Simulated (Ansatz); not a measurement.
Isolated molecules relaxed with PBE0-D4/def2-TZVP in Ansatz; ΔE leaves out vibrations. CBS: MP2 limit from def2 TZ/QZ plus the TZ coupled-cluster correction, frozen cores. This one scheme is used for every species. DFT in def2-TZVPP. B3LYP here is the variant with VWN-RPA as its local correlation; programs differ in this. For Ga outer-core shells are correlated without core-valence functions, which leaves a few kJ/mol of doubt a bond. Scalar relativity is left out up to krypton. One conformer a species, not always the lowest.

`F[SiH2][N]([SiH3])[GaH2]` + H–F → `[F][GaH2]` + `F[SiH2]N[SiH3]`  (ligand exchange at a Ga–N bond)

`F[SiH2][N]([SiH3])[GaH2]`:

Z-matrix (Å, degrees):
```
Si
N 1 1.709
F 1 1.602 2 111.2
H 1 1.481 2 111.1 3 -117.9
H 1 1.481 2 109.6 3 117.5
Ga 2 1.862 1 120.2 3 -96.3
Si 2 1.740 1 121.5 3 80.3
H 6 1.560 2 114.7 1 179.3
H 6 1.556 2 116.9 1 -1.2
H 7 1.487 2 109.0 1 2.1
H 7 1.487 2 111.2 1 -118.0
H 7 1.487 2 110.8 1 122.2
```

H–F:

```xyz
2

F    -0.188   -0.223   -0.356
H     0.188    0.223    0.356
```

`[F][GaH2]`:

Cartesian coordinates in Å:
```
F -0.372 1.252 -0.981
Ga 0.029 -0.096 0.076
H -0.612 0.002 1.489
H 0.955 -1.157 -0.584
```

`F[SiH2]N[SiH3]`:

Cartesian coordinates in Å:
```
F -0.581 2.120 -1.305
Si -0.163 0.578 -1.417
N -0.561 -0.312 -0.018
Si 0.388 -0.531 1.416
H -0.915 0.036 -2.572
H 1.303 0.553 -1.599
H -1.505 -0.673 0.017
H -0.222 0.139 2.595
H 1.720 0.063 1.141
H 0.534 -1.975 1.741
```

CCSD(T)/CBS gives -26.8 kJ/mol.

Task: Another level gave -58.7 kJ/mol. Which?
A. ωB97M-V/def2-TZVPP
B. B3LYP/def2-TZVPP
C. CCSD(T)/def2-TZVPP
D. PBE/def2-TZVPP

Result: B. B3LYP -58.7, ωB97M-V -42.7, CCSD(T)/def2-TZVPP -30.4, PBE -48.7 kJ/mol.

Largest T1 diagnostic among the species: 0.014.

From PBE to PBE0 (25 % exact exchange), in def2-TZVPP and without D4, ΔE moves by +4.2 kJ/mol. In def2-TZVPP, CCSD(T) changes the Hartree–Fock value by +31.9 kJ/mol (the triples alone add +4.3 kJ/mol) and MP2 by +35.5 kJ/mol.
